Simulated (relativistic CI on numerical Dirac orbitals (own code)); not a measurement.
# Crystal-field levels of Fe7+, 3d

Calculated by Dirac-Coulomb-Breit CI, separate exchange-only KLI orbitals for each configuration, model QED, valence Slater integrals scaled by 0.65, one configuration in a parametric crystal field (own radial code).

Field parameters in Wybourne normalisation: D3d B²₀ = −7Dσ, B⁴₀ = −14Dq − 21Dτ, B⁴₃ = −14√(10/7) Dq. The field is a parameter set, without covalency.

S is read from ⟨S²⟩ = S(S + 1).

Levels (cm⁻¹, degeneracy): 0 (2), 745 (2), 4575 (2), 26740 (2), 26810 (2).

Which field gives this pattern?
A. D3d, 10Dq = 25550, Dσ = -980, Dτ = -170 cm⁻¹
B. D3d, 10Dq = 25550, Dσ = 980, Dτ = -170 cm⁻¹
C. D3d, 10Dq = 25550, Dσ = 1200, Dτ = -170 cm⁻¹
D. D3d, 10Dq = 25550, Dσ = 760, Dτ = -170 cm⁻¹

A. D3d, 10Dq = 25550, Dσ = -980, Dτ = -170 cm⁻¹, ground level with S = 0.50.
